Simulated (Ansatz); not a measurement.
C2H6OSi2 (`[SiH3]C1=CO[SiH2]1`), relaxed with RKS PBE0-D4/def2-TZVP in Ansatz 0.2.0 from a PBE-D4/def2-SVP geometry. The force threshold is 0.005 eV/Å; the program also tests the step.

Total charge 0; spin multiplicity 1.

Start:

```xyz
11

Si   -0.931   -1.151   -1.158
C    -0.002   -0.071    0.021
C     0.606   -0.368    1.216
O     1.199    0.726    1.806
Si    0.618    1.641    0.402
H    -0.964   -2.562   -0.630
H    -2.349   -0.674   -1.343
H    -0.287   -1.162   -2.521
H     0.693   -1.324    1.770
H    -0.340    2.719    0.814
H     1.759    2.226   -0.376
```

Problem. By how much does the energy fall, and how many steps does the optimiser take? (An estimate is asked.)

Solution. Ansatz gave: 1.73 kcal/mol, in 7 steps.

Problem. Which bonds change most? (Estimate.)

Solution. Ansatz gave: O4–Si5 from 1.773 to 1.717 Å; C2–Si5 from 1.860 to 1.839 Å; C2–C3 from 1.374 to 1.352 Å.

Problem. Give the relaxed structure. (An estimate is asked.)

Solution. Ansatz gave: 
```xyz
11

Si   -0.923   -1.144   -1.146
C    -0.008   -0.058    0.010
C     0.589   -0.361    1.185
O     1.181    0.727    1.773
Si    0.621    1.621    0.418
H    -0.945   -2.532   -0.608
H    -2.324   -0.677   -1.325
H    -0.281   -1.161   -2.488
H     0.673   -1.303    1.723
H    -0.326    2.689    0.818
H     1.742    2.200   -0.360
```
